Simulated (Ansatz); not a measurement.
Mulliken charges of `[OH][Mo]([OH])([F])([Cl])([Cl])[Cl]` from PBE/def2-TZVPP in Ansatz (PBE0-D4/def2-TZVP geometry).

```
atom   x (Å)   y (Å)   z (Å)  charge (e)
  O1  -0.476  -0.024  -1.602      -0.302
 Mo2  -0.113   0.121   0.209       0.938
  O3   0.353  -1.635   0.380      -0.290
  F4  -0.203   1.940  -0.170      -0.276
 Cl5   0.094   0.759   2.398      -0.146
 Cl6  -2.317  -0.258   0.672      -0.167
 Cl7   2.190   0.427  -0.068      -0.222
  H8  -0.734   0.745  -2.126       0.232
  H9   1.206  -2.075   0.306       0.233
```

By hand: the dipole of these point charges (1 e Å = 4.8032 D).

Σ q r = (-0.011, -0.414, -0.253) e Å, of length 0.485 e Å = 2.33 D.

How does the dipole of the full density compare? (Best estimate.)

The calculation gave: (0.011, -0.365, -0.370) e Å, 2.50 D; the point charges give 0.93 times that, at 14° from its direction.

Point charges leave out the atoms' own dipoles, such as those of lone pairs, and Mulliken's split depends on the basis, so the close match here is no proof of good charges.
